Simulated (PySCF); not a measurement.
Predicted microwave data (PBE0/pcSseg-1 in PySCF (dipole) on a GFN2-xTB geometry, gas phase) for one isomer of C4H11O2PSi2:

| Quantity | Value |
| --- | --- |
| Rotational constants | A = 1091, B = 770.4, C = 622.9 MHz |
| Dipole components | \|μa\| = 0.80 D, \|μb\| = 0.60 D, \|μc\| = 0.07 D |
| Inertial defect | -307.82 u·Å² |
| κ | -0.37 |

Problem. Which candidate fits, each taken in the one conformer that was computed?
A. `[CH2:1]=[CH:2][SiH2:3][Si@@:4]([CH3:5])([PH2:6])[O:7][CH:8]=[O:9]` with C1–C2–Si3–Si4 89°, C2–Si3–Si4–C5 168°, Si3–Si4–P6–H -65° and 28°, Si3–Si4–O7–C8 17°, Si4–O7–C8–O9 -4°
B. `[CH3:1][Si@@:2]1([PH2:3])[CH2:4][C@@H:5]([CH:6]=[O:7])[SiH2:8][O:9]1` with C1–Si2–P3–H -39° and 54°, C4–C5–C6–O7 20°, C1–Si2–C4–C5 91°, Si2–C4–C5–C6 -83°, C4–C5–Si8–O9 -26°, C5–Si8–O9–Si2 9°

Solution. A. It is C=C[SiH2][Si@@](C)(P)OC=O, an asymmetric top, point group C1. The candidates at the same level (rigid rotor, commonest isotopes):

```
                         SMILES  A (MHz)  B (MHz)  C (MHz)  μa (D)  μb (D)  μc (D)  Δ (u·Å²)  point group           rotor
      C=C[SiH2][Si@@](C)(P)OC=O     1091    770.4    622.9    0.80    0.60    0.07   -307.82           C1  asymmetric top
C[Si@@]1(P)C[C@@H](C=O)[SiH2]O1     1563    758.6    648.0    0.95    0.91    1.21   -209.57           C1  asymmetric top
```

`C[Si@@]1(P)C[C@@H](C=O)[SiH2]O1` has A 43 % too high. No structure here is proved a minimum.
